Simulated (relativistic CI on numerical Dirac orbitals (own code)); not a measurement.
# Hyperfine structure of Sn3+, mass number 115

Calculated at this level of theory: Dirac-Coulomb-Breit CI, separate exchange-only KLI orbitals for each configuration, model QED (radiative potential, 1s self-energy scaled to tabulated hydrogen-like ionisation energies), valence Slater integrals scaled by 0.85, P86 correlation energy added to each configuration (own radial code, finite nucleus).

Configurations in the expansion (outside the closed core [Kr]): 4d10 5s, 4d10 5p, 4d10 5d, 4d10 5f, 4d10 5g, 4d10 6s, 4d9 5s2, 4d10 6p, 4d10 4f, 4d10 6d, 4d10 7s, 4d9 5s 4f, 4d10 7p, 4d8 5s 5p2, 4d9 5s 5p, 4d9 5p2. Levels of other configurations are missing.

Nuclear spin I = 1/2, μ = -0.9174 μN (tables of Stone and Pyykkö). The electronic factors are computed for point nuclear moments, without core polarisation; leaving it out makes A of s and p electrons in near-neutral atoms 20 to 40 % too small, and it can dominate for d and f shells.

```tsv
Level	E (eV)	A (MHz)
4d10 5s 2S_1/2	0.0000	-40990
4d10 5p 2P°_1/2	8.4275	-8989
4d10 5p 2P°_3/2	9.1774	-1439
4d10 5d 2D_3/2	19.8482	-374.8
4d10 5d 2D_5/2	19.9233	-170.2
4d10 6s 2S_1/2	20.8818	-12390
4d9 5s2 2D_5/2	21.3666	-1765
4d9 5s2 2D_3/2	22.3825	-4334
```

Levels with J = 0, under 50 % of one LS term, or S terms without an open s electron are left out. Small factors come from cancelling terms and can be off by tens of per cent or more.

For a near-neutral ion this model can misplace configurations by up to about 10,000 cm⁻¹ (more where the count of f electrons changes) and terms by 10 to 25 % of their spread. Rates follow the energies as ν³ (E1, M1) or ν⁵ (E2), so they and the lifetimes can be off by large factors. The fine structure of a lone outer electron comes out too small, for d and f at times inverted, and misplaced configurations move strength between like terms. 15 of the 15 excited levels that our extract of the measured tables holds in this range could be paired (the sources list more); they are missed by 4535 cm⁻¹ on average and 6632 at most, and levels without a partner can miss by more.

Problem. Give the hyperfine levels of 4d10 5s 2S_1/2 relative to its centre of gravity.

Solution. With K = F(F + 1) − I(I + 1) − J(J + 1), E = AK/2: F = 0: 30740, F = 1: -10250 MHz.

LS names give the leading component of a level, which can be under half, so a name can repeat, a term be missing and a line seem to break the LS rules.
